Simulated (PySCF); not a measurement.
# One molecule, several mistakes: Al2CClH4

These are calculations, not measurements. They come from PySCF 2.14.0, an open-source quantum chemistry program, on an isolated molecule that a program drew, which may never have been made. The molecule is Al2CClH4 (charge 0, doublet), drawn as the SMILES string `[CH3][Al][AlH][Cl]`.

Each row is a Hartree-Fock (HF) and frozen-core CCSD(T) single point in the cc-pV(D+d)Z basis, meant for a local HF minimum. Run 1 is clean. Each other run has one planted mistake out of seven kinds, and not every kind appears here: one electron removed, one electron added, multiplicity raised by two, geometry at a saddle point, minimal basis STO-3G, one bond length entered in bohr, all coordinates scaled. The reference is restricted for singlets and unrestricted otherwise, and also for a bond in bohr. Adding or removing an electron swaps singlet and doublet. Electrons count all cores. HOMO and LUMO are orbital energies over both spins, the gradient is its largest component, and the lowest frequency (negative if imaginary) is given only where the gradient is small. Bond lengths are over the 7 bonds as drawn. T1 is the CCSD diagnostic: over 0.02 (restricted) or 0.045 (unrestricted) a single reference is doubtful.

Geometry of the clean run:
```xyz
8
Al2CClH4, angstrom
C    -1.5160    1.0209    1.1286
Al   -0.4638    0.2232    2.6028
Al    1.2977   -1.6884    2.4282
Cl    3.3418   -1.1042    2.1627
H    -2.1650    1.8381    1.4546
H    -2.1470    0.2584    0.6547
H    -0.8491    1.4091    0.3488
H     1.1039   -3.2209    2.7584
```

| run | electrons | basis functions | <S^2> | HOMO (eV) | LUMO (eV) | gradient (hartree/bohr) | lowest frequency (cm^-1) | mean bond (Å) | longest bond (Å) | T1 | HF (hartree) | CCSD(T) (hartree) | mistake |
|---|---|---|---|---|---|---|---|---|---|---|---|---|---|
| 1 | 53 | 103 | 0.789 | -7.37 | 0.48 | 1.5e-05 | 48 | 1.6563 | 2.605 | 0.0170 | -983.58985 | -984.04049 | no fault |
| 2 | 52 | 103 | 0.000 | -14.93 | -5.91 | 3.6e-02 | - | 1.6563 | 2.605 | 0.0151 | -983.34606 | -983.79194 | one electron removed |
| 3 | 54 | 103 | 0.000 | -0.65 | 5.54 | 3.1e-02 | - | 1.6563 | 2.605 | 0.0170 | -983.58484 | -984.07117 | one electron added |
| 4 | 53 | 103 | 0.792 | -7.63 | 0.27 | 3.2e-02 | - | 1.7689 | 2.782 | 0.0179 | -983.56572 | -984.02142 | all coordinates scaled |
| 5 | 53 | 36 | 0.777 | -3.72 | 6.48 | 3.7e-02 | - | 1.6563 | 2.605 | 0.0114 | -972.37420 | -972.51156 | ? |

**Which mistake was planted in run 5, and what did it cost?**

It has 36 basis functions where the clean run has 103, with the same electrons and geometry. So the mistake is: minimal basis STO-3G. Subtracting run 1 and multiplying by 627.51 kcal/mol a hartree, the energy moved by 7037.9 kcal/mol in HF and 7234.5 kcal/mol in CCSD(T).

